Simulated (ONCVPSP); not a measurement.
lanthanum: excitation energies, all-electron against ONCV

```
Element                 : La (Z = 57)
Generator               : ONCVPSP 4.0.1
Type                    : optimised norm-conserving Vanderbilt (ONCV)
Functional              : PBE
Relativity              : scalar-relativistic
Frozen core             : [Kr] 4d10
Valence charge          : 11
Reference configuration : 5s2 5p6 (charge +3)
Partial waves           : 5s: rc 1.95 bohr, ncon 3, nbas 6, qcut 5.1 1/bohr, 2 projectors, debl 3.4 Ha; 5p: rc 2.75 bohr, ncon 3, nbas 6, qcut 6.1 1/bohr, 2 projectors, debl 3.2 Ha; d scattering state at 0.03 Ha: rc 1.95 bohr, ncon 3, nbas 7, qcut 4.4 1/bohr, local; f scattering state at 0.41 Ha: rc 2.10 bohr, ncon 4, nbas 8, qcut 5.1 1/bohr, 2 projectors, debl 0.9 Ha
Local potential         : the d channel
Core correction         : none
```

In the p channel the program set the typed energies aside and used -1.644, 0.050 Ha. In the d channel the program set the typed energies aside and used 0.050 Ha. In the f channel the program set the typed energies aside and used -1.004, 0.250 Ha.

Energies are relative to the spin-unpolarised reference configuration 5s2 5p6; without spin polarisation the order of configurations can differ from experiment.

| valence configuration | charge | ΔE all-electron (eV) | error AE − PS (meV) |
| --- | --- | --- | --- |
| 5s2 5p6 5d1 6s2 | 0 | -35.804 | +182 |
| 5s2 5p6 5d1 6s1 | +1 | -29.838 | +192 |
| 5s2 5p6 5d1 | +2 | -18.950 | +193 |
| 4f1 5s2 5p6 5d1 | +1 | -28.883 | +1135 |

Levels in the configuration 4f1 5s2 5p6 5d1:

```
level  all-electron (eV)  pseudo (eV)
   5s            -39.748      -39.771
   5p            -23.973      -23.793
   4f             -3.641       -5.085
   5d             -6.141       -6.123
```

These tests converged, but a pseudo level misses the all-electron one widely, so the file describes the atom poorly there or has found another state: 4f1 5s2 5p6 5d1: 4f by 1.4 eV.
